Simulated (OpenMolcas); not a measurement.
# Tl II: effect of the active space

- Program: OpenMolcas
- Method: CASSCF or its RAS form
- Basis: ANO-R1
- Scalar Hamiltonian: X2C, finite nucleus
- Spin-orbit coupling: RASSI with atomic mean-field integrals over the reference wave functions, term energies averaged over their components

A. 2 electrons in 4 orbitals (6s 6p); 2S+1 = 3 even, 3 roots; 2S+1 = 1 even, 7 roots; 2S+1 = 3 odd, 3 roots; 2S+1 = 1 odd, 3 roots; cost of the order of 15 core-seconds
B. 2 electrons in 9 orbitals (RAS2 6s 6p; RAS3 6d, at most 2 electrons); 2S+1 = 3 even, 3 roots; 2S+1 = 1 even, 6 roots; 2S+1 = 3 odd, 3 roots; 2S+1 = 1 odd, 3 roots; cost about 23 core-seconds

Energies in cm-1 above 6s2 1S0, the measured ground level; measured values from NIST Handbook of Basic Atomic Spectroscopic Data.

```tsv
Level	A	B	Measured
6s2 1S0	0.0	0.0	0.0
6s 6p 3P* 0	44377	44434	49451
6s 6p 3P* 1	47421	47448	52394
6s 6p 3P* 2	54988	55169	61728
6s 6p 1P* 1	75460	74551	75663
```

Deviations, from unrounded energies. A percentage is the sum of absolute deviations over the sum of measured energies, with the sign that they share, or ± where signs differ.

| Against measurement | Levels | A | B |
| --- | --- | --- | --- |
| mean absolute deviation (cm-1) | 4 | 4200 | 4400 |
| other configurations (%) | 4 | -7.1 | -7.4 |

A, B lie about equally close to measurement. The largest miss of A in the table is 6s 6p 3P* 2, by -6700 cm-1. The ranking rests on the paired levels alone, and a cruder setting can come out closer through cancelling errors.

Between A and B the level of the table that moves most is 6s 6p 1P* 1, by 910 cm-1 (lowest in B, highest in A).

Spin-orbit splittings of 6p shells tend to come out small when the coupling is added on scalar orbitals. Active for correlation alone: 6d; no level in the range computed is led by a configuration that fills it, so any true level of that kind is missing (holds for B). Computed and measured levels are paired by configuration, term and J; levels that our copy of the source lacks, or whose pairing is in doubt (as where it misses far off the trend of its configuration), stay unpaired and out of the deviations. Only configurations of the active space appear. The table leaves out levels that lie high or whose names do not pair safely across all columns.

* marks odd parity.
